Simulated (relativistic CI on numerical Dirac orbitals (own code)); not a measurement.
Radial parameters of Cu²¹⁺

Calculated at this level of theory: Dirac-Coulomb-Breit CI, KLI orbitals optimised for each configuration, QED by a radiative potential, unscaled Slater integrals (own radial code, finite nucleus).

Slater integrals F^k, G^k are unscaled and averaged over j, outside the closed core 1s2; ζ comes from projecting the Hamiltonian with its Breit term on Σ l·s of the shell.

- 2s²2p⁴: F^2(2p,2p) = 487470, ζ(2p) = 116460 cm⁻¹; <r>(2p) = 0.1952, <r^2>(2p) = 0.04622 (bohr units).
- 2s2p⁵: G^1(2s,2p) = 530110, ζ(2p) = 115460 cm⁻¹; <r>(2s) = 0.2254, <r^2>(2s) = 0.05961, <r>(2p) = 0.1958, <r^2>(2p) = 0.04652 (bohr units).
- 2p⁵3s: ζ(2p) = 118220, G^1(2p,3s) = 49296 cm⁻¹; <r>(2p) = 0.1941, <r^2>(2p) = 0.04571, <r>(3s) = 0.5427, <r^2>(3s) = 0.3344 (bohr units).

Averages of the first 10 configurations, taken without configuration mixing, which lowers the lowest level and can move excited configurations by several eV; other configurations of the list can lie among them:

```csv
Configuration,Parity,States,Average energy above the lowest level (eV)
2s²2p⁴,even,15,19.2
2s2p⁵,odd,12,157.1
2p⁶,even,1,315.9
2p⁵3s,odd,12,1379.2
2p⁵3p,even,36,1415.0
2p⁵3d,odd,60,1458.0
2s²2p³3s,odd,40,1109.4
2s²2p³3p,even,120,1148.2
2s²2p³3d,odd,200,1191.7
2s2p⁴3s,even,60,1233.7
```
